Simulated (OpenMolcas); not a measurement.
Pr3+: ligand-field states by method

Pr3+ with 4 ligands (chloride) in tetrahedral coordination (Td) at 2.62 Å. A charge of +0.25 e stands 3.2 Å behind each ligand. Ligand basis ANO-RCC-VDZP.
```
Pr    0.0000    0.0000    0.0000
Cl    1.5127    1.5127    1.5127
Cl    1.5127   -1.5127   -1.5127
Cl   -1.5127    1.5127   -1.5127
Cl   -1.5127   -1.5127    1.5127
```

```json
{"Program": "OpenMolcas 26.06", "Basis": "ANO-RCC-VDZP [7s6p4d2f1g]", "Scalar Hamiltonian": "DKH2, point nucleus", "Active space": "2 electrons in 7 orbitals (4f)", "State averaging": "2S+1 = 3 even, 21 roots; 2S+1 = 1 even, 27 roots kept (CI in the orbitals of an earlier block)", "Spin-orbit coupling": "state interaction with AMFI integrals over the reference wave functions"}
```

I. CASSCF
II. SS-CASPT2, IPEA 0.25 Eh, imaginary shift 0.1 Eh (closed shells correlated: 5s 5p and the ligand valence shells)

Spin-free states (labels of Td) in cm-1, each column counted from its own energy of the first state listed:

```csv
State,Degeneracy,I,II
3T1,3,0,0
3E,2,11,90
3T1,3,188,200
3T2,3,217,70
3A2,1,5832,4880
3T2,3,5973,4840
3T1,3,6026,4860
1T2,3,6733,6530
1E,2,6742,6680
1T1,3,6832,6540
1A1,1,6958,6720
1E,2,20619,17570
1T2,3,20840,17840
1E,2,25024,22880
1T2,3,25031,22960
1A2,1,25050,22530
1T2,3,25224,22860
1T1,3,25259,23130
1A1,1,25296,22870
3T1,3,27458,23440
```

From I to II, I's first state of another spin (1T2) moves from 6733 to 6530 cm-1, by about -210 cm-1.

With spin-orbit coupling the lowest J multiplet is 179 (I), 159 (II) cm-1 wide, a factor of 0.89 from I to II.

χT at 300 K: I 1.59, II 1.61 cm3 K/mol.

Roots that are degenerate in the reference are averaged as groups; the widest CASPT2 spread within a group is 400 cm-1 (the 3-fold group of multiplicity 1 near 23000 cm-1 above the lowest state of its run, II). Shifts and gaps below about the spread of the groups concerned are not significant. Over all roots computed the reference weight is 0.73 to 0.74 in II; a low but even weight reflects the number of correlated electrons. Without dynamic correlation the ligand-field splitting of an f shell can come out too small, at times by half (holds for I). Splittings of an f shell from a small cluster at a set distance can be off by tens of per cent, mostly too small (holds for II). No measured value stands beside these numbers; the geometry is a model, was not optimised and need not be the one that this ion takes.
